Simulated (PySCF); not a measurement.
Gas-phase reaction: 3 Br2 + 2 SiH3 = 2 SiH2Br2 + 2 HBr

Computed with PySCF (xtb for GFN2) and rigid-rotor harmonic-oscillator thermochemistry at 1 bar. 'Table' is the NASA 1993 thermochemical table (part measured, part estimated). After a fit of one offset per element over all species, the range-separated, M06-2X, PBE0/def2-QZVP and CCSD(T)/def2-TZVPP enthalpies, where run, lie to one side of the table for SiH3 (-20 kJ/mol): a fault of the table's entry, another state or a shared error of the levels is possible; this was not checked at source. † marks an energy on the PBE0/def2-TZVP geometry and frequencies; other levels use their own. MP2 and CCSD(T) freeze the core. Open shells (unrestricted): SiH3 (multiplicity 2); the rest are closed-shell singlets. GFN2 has no spin-polarisation term. Br: all electrons, no relativistic terms. MP2 isn't extrapolated to the basis-set limit; its ΔH°(298 K) is -979.7 kJ in def2-SVP and -1002.8 kJ in def2-TZVPP. CCSD(T) isn't extrapolated to the basis-set limit; its ΔH°(298 K) is -930.4 kJ in def2-SVP and -953.8 kJ in def2-TZVPP. The harmonic model lacks anharmonicity and excited electronic states, which grow with temperature; levels with a mode under 35 cm⁻¹ are left out. Soft modes under 120 cm⁻¹ make the harmonic entropy rough for SiH2Br2. The table's entry may be an old estimate for SiH3, SiH2Br2 (not checked at source).

```tsv
level	ΔH°(298 K), kJ	minus table	ΔG°(1600 K), kJ
table	-965.1	-	-731.2
CCSD(T)/def2-SVP†	-930.4	34.7	-698.9
GFN2-xTB	-766.7	198.4	-532.7
HF/def2-TZVP†	-885.0	80.1	-653.4
MP2/def2-TZVPP†	-1002.8	-37.7	-771.3
PBE0/def2-TZVP	-918.0	47.1	-686.5
```
